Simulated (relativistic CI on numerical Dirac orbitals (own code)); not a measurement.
# Radial parameters of Rb III

These numbers are calculated, not measured: Dirac-Coulomb-Breit CI, orbitals from a KLI potential per configuration, model QED, valence Slater integrals scaled by 0.85, P86 correlation energy added to each configuration (own radial code, finite nucleus).

Slater integrals F^k, G^k are unscaled and averaged over j, outside the closed core [Ar] 3d10; ζ comes from projecting the Hamiltonian with its Breit term on Σ l·s of the shell.

- 4s²4p⁵: ζ(4p) = 4946.8 cm⁻¹; <r>(4p) = 1.648, <r^2>(4p) = 3.112 (bohr units).
- 4s²4p⁴4d: F^2(4p,4p) = 64201, ζ(4p) = 5215.1, F^2(4p,4d) = 43482, G^1(4p,4d) = 51506, G^3(4p,4d) = 31139, ζ(4d) = 147.77 cm⁻¹; <r>(4p) = 1.624, <r^2>(4p) = 3.021, <r>(4d) = 2.488, <r^2>(4d) = 7.279 (bohr units).
- 4s²4p⁴4f: F^2(4p,4p) = 65806, ζ(4p) = 5426.6, F^2(4p,4f) = 7708.3, G^2(4p,4f) = 2785.7, G^4(4p,4f) = 1808.1, ζ(4f) = -3.676 cm⁻¹; <r>(4p) = 1.59, <r^2>(4p) = 2.887, <r>(4f) = 5.725, <r^2>(4f) = 36.95 (bohr units).

In this model ζ of a weakly bound d, f or g electron outside closed shells comes out too small, for d by up to a factor of two or three and at times with the wrong sign; that of an outer p electron is too small as well.

For a near-neutral ion this model can misplace configurations by up to about 10,000 cm⁻¹ (more where the count of f electrons changes) and terms by 10 to 25 % of their spread. Rates follow the energies as ν³ (E1, M1) or ν⁵ (E2), so they and the lifetimes can be off by large factors. The fine structure of a lone outer electron comes out too small, for d and f at times inverted, and misplaced configurations move strength between like terms. 42 of the 69 excited levels that our extract of the measured tables holds in this range could be paired (the sources list more); they are missed by 3767 cm⁻¹ on average and 5703 at most, and levels without a partner can miss by more.

Averages of the first 10 configurations, taken without configuration mixing, which lowers the lowest level and can move excited configurations by several eV; other configurations of the list can lie among them:

```
Configuration  Parity  States  Average energy above the lowest level (eV)
       4s²4p⁵     odd       6                                         0.7
        4s4p⁶    even       2                                        21.1
     4s²4p⁴4d    even     150                                        22.6
     4s²4p⁴4f     odd     210                                        33.3
     4s²4p⁴5s    even      30                                        22.9
      4s4p⁵4d     odd     120                                        42.1
     4s²4p⁴5p     odd      90                                        26.7
     4s²4p⁴6s    even      30                                        31.6
     4s²4p⁴5d    even     150                                        31.8
      4s4p⁵4f    even     168                                        53.3
```
